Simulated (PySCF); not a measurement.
C3O3Os, SMILES [C-](->[Os](<-[C-]#[O+])<-[C-]#[O+])#[O+], multiplicity 1. Atoms are numbered in the order given.

```xyz
7

Os     0.2461    -0.2609     0.0000
O     -0.8744    -0.4129     2.8467
C     -0.3238    -0.3547     1.8410
O     -0.8744    -0.4129    -2.8467
C     -0.3238    -0.3547    -1.8410
O     -0.1096     2.6839     0.0000
C      0.0086     1.5372     0.0000
```
Charge 0, spin multiplicity 1.

Geometry optimised at PBE0-D3(BJ)/def2-SVP. The spin state was assumed, not searched. The def2 effective core potentials stand for the cores of Os; spin–orbit coupling is left out.

Method: PySCF with TDDFT-PBE/def2-SVPD.

Vertical excitations. Gas-phase values at a fixed geometry. State labels are in the subgroup Cs.

Q: Estimate the UV-visible absorptions. (The exact figures need the calculation; the answer reports its results.)

A: 
| state | symmetry | energy (eV) | λ (nm) | f | main pairs |
|---|---|---|---|---|---|
| S1 | A' | 1.48 | 838 | 0.004 | HOMO→LUMO 100 % |
| S2 | A" | 1.95 | 635 | 0.001 | HOMO−1→LUMO 100 % |
| S3 | A' | 2.45 | 505 | 0.002 | HOMO−2→LUMO 73 %, HOMO→LUMO+1 26 % |
| S4 | A' | 2.95 | 420 | 0.050 | HOMO→LUMO+1 71 %, HOMO−2→LUMO 26 % |
| S5 | A" | 3.17 | 391 | 0.018 | HOMO−1→LUMO+1 71 %, HOMO−3→LUMO 27 % |
| S6 | A' | 3.65 | 340 | 0.018 | HOMO−2→LUMO+1 96 % |
| S7 | A" | 3.86 | 321 | 0.048 | HOMO−3→LUMO 53 %, HOMO→LUMO+2 27 %, HOMO−1→LUMO+1 15 % |
| S8 | A" | 4.08 | 304 | 0.039 | HOMO→LUMO+2 71 %, HOMO−3→LUMO 14 % |
| S9 | A' | 4.41 | 281 | 0.006 | HOMO→LUMO+3 97 % |
| S10 | A" | 4.46 | 278 | 0.000 | HOMO−3→LUMO+1 98 % |
| T1 | A' | 1.21 | 1026 | 0 | HOMO→LUMO 99 % |
| T2 | A" | 1.65 | 753 | 0 | HOMO−1→LUMO 100 % |
| T3 | A' | 2.01 | 617 | 0 | HOMO→LUMO+1 81 %, HOMO−2→LUMO 18 % |
| T4 | A' | 2.17 | 572 | 0 | HOMO−2→LUMO 82 %, HOMO→LUMO+1 18 % |
Triplets are in the Tamm–Dancoff approximation, which puts them higher than full response would, so one can lie above its singlet here.
